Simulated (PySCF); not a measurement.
PySCF 2.14 output of an unrestricted wB97X-V calculation on a single atom or ion in aug-cc-pVTZ-PP with ECP60MDF, with scalar relativity through the core potential:

```
SCF conv_tol = 1e-09
number electrons alpha = 10  beta = 7
    N. Mardirossian and M. Head-Gordon.,  Phys. Chem. Chem. Phys. 16, 9904-9924 (2014)
cycle= 1 E= -104.35609078669  delta_E= -0.00768  |g|= 0.0211  |ddm|= 0.112
cycle= 2 E= -104.356677676986  delta_E= -0.000587  |g|= 0.00901  |ddm|= 0.039
cycle= 3 E= -104.356751665163  delta_E= -7.4e-05  |g|= 0.00406  |ddm|= 0.0144
cycle= 4 E= -104.356767475026  delta_E= -1.58e-05  |g|= 0.000448  |ddm|= 0.00698
cycle= 5 E= -104.356767978029  delta_E= -5.03e-07  |g|= 4.26e-05  |ddm|= 0.00175
cycle= 6 E= -104.35676798394  delta_E= -5.91e-09  |g|= 6.61e-06  |ddm|= 0.000281
cycle= 7 E= -104.356767984045  delta_E= -1.05e-10  |g|= 1.16e-06  |ddm|= 2.51e-05
converged SCF energy = -104.356767984045  <S^2> = 3.7554859  2S+1 = 4.002742
```

The run itself started from symmetry-adapted Hartree-Fock orbitals and held the occupation by maximum overlap, on a logarithmic radial grid, so the iterations belong to that start.

Question: Which element, charge and spin multiplicity is this?

Answer: Ir (iridium, neutral), multiplicity 4; the state was [Xe] 4f14 5d7 6s2, high-spin 4F determinant.

Energies and moments cover only the electrons outside the core potential. Spin-orbit coupling, absent here, splits the open shell strongly.
